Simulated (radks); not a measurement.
Rb2+, 35 electrons, occupied as [Ar] 3d10 4s2 4p5. Calculated with a radial shooting solver on a logarithmic mesh with Libxc functionals: non-relativistic Kohn-Sham, Slater X-alpha with alpha = 0.692, spin-unpolarised, spherical densities, point nucleus; relativity is left out, which matters for an element this heavy. Some entries of the table are withheld. Estimate them.

orbital  occ.  eigenvalue (hartree)  <r> (bohr)
1s          2             -542.0256     0.04133
2s          2             -72.07066         (1)
2p          6             -65.57368      0.1569
3s          2             -11.22295      0.5225
3p          6              -8.87377         (2)
3d         10              -4.61925      0.5226
4s          2              -1.77035       1.447
4p          5              -1.20446       1.645

Answer. 
(1) 2s <r> (bohr): 0.1824
(2) 3p <r> (bohr): 0.5236
